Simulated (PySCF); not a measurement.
A calculated (LDA, PySCF 2.14, aug-cc-pwCVDZ, the non-relativistic Hamiltonian (point nucleus)) atom or ion has these occupied shells.

| shell | electrons | orbital energy (eV) | rms radius, mean of both spins (bohr) |
| --- | --- | --- | --- |
| 1s α | 1 | -848.52 | 0.184 |
| 1s β | 1 | -847.46 | 0.184 |
| 2s α | 1 | -56.377 | 0.960 |
| 2s β | 1 | -54.250 | 0.960 |
| 2p α | 3 | -33.463 | 1.01 |
| 2p β | 2 | -31.320 | 1.01 |

(1) Name the element and its charge.

## Answers

(1) Ne⁺ (neon, charge +1), in [He] 2s2 2p5, 2P determinant.
